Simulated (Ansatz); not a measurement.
Computed with Ansatz on PBE0-D4/def2-TZVP structures; ΔE is electronic, products minus reactants. CCSD(T)/CBS is the MP2 limit (def2-TZVPP, def2-QZVPP) plus CCSD(T) − MP2 in def2-TZVPP, frozen cores. DFT in def2-TZVPP. For Ge, Se outer-core shells are correlated without core-valence functions, which leaves a few kJ/mol of doubt a bond. Scalar relativity is left out up to krypton. Each species was taken in one conformer, which may not be the lowest.

`O=[CH][GeH2][SeH]` + `CBCl` → `CB(Cl)[SeH]` + `O=[CH][GeH3]`  (formal exchange of groups at the Se–Ge bond)

(1) Is it downhill or uphill in electronic energy at CCSD(T)/CBS, and by how much? (Best estimate.)

(2) What do these levels give: PBE-D4, r2SCAN-D4, PBE0, MP2/def2-TZVPP, HF/def2-QZVPP, MP2/def2-QZVPP? (Best estimate.)

Largest T1 diagnostic among the species: 0.014.

Results:

(1) Computed: Downhill: ΔE = -12.3 kJ/mol.

(2) Ansatz gave: PBE-D4 -12.9, r2SCAN-D4 -11.9, PBE0 -9.4, MP2/def2-TZVPP -13.5, HF/def2-QZVPP 5.9, MP2/def2-QZVPP -13.4 kJ/mol.

In def2-TZVPP, CCSD(T) changes the Hartree–Fock value by −18.3 kJ/mol (the triples alone add −2.6 kJ/mol) and MP2 by −19.4 kJ/mol.
